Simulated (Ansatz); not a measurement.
```xyz
13

C     0.0626    1.5859    1.7029
Al   -0.9906    0.2298    0.7757
C    -0.1290   -1.2775   -0.1102
Ge    0.5881   -0.8078   -1.8696
H    -0.3072    1.7506    2.7203
H     1.1249    1.3373    1.7645
H    -0.0222    2.5501    1.1887
H    -2.5740    0.3724    0.6867
H    -0.8261   -2.1073   -0.2583
H     0.7186   -1.6451    0.4778
H     1.6720    0.2794   -1.7266
H     1.2109   -2.0248   -2.5796
H    -0.5280   -0.2429   -2.7723
```

Charge 0, multiplicity 1.

**Question.** List the B3LYP/def2-TZVPP orbital energies in eV (Ansatz). (Estimate.)

**Answer.** Computed: Occupied: -10849.98, -1523.88, -1354.37, -1205.27, -1205.26, -1205.26, -276.28, -275.98, -168.90, -119.15, -119.15, -119.14, -111.90, -72.67, -72.44, -72.42, -32.72, -32.72, -32.71, -32.65, -32.65, -18.70, -18.39, -14.56, -11.37, -10.88, -10.76, -10.71, -9.46, -9.06, -8.76, -7.79, -7.53. Lowest empty: -1.24, 0.02, 0.73, 1.09, 1.51, 1.68, 2.06, 2.20.

B3LYP here is the variant with VWN-RPA as its local correlation; programs differ in this.
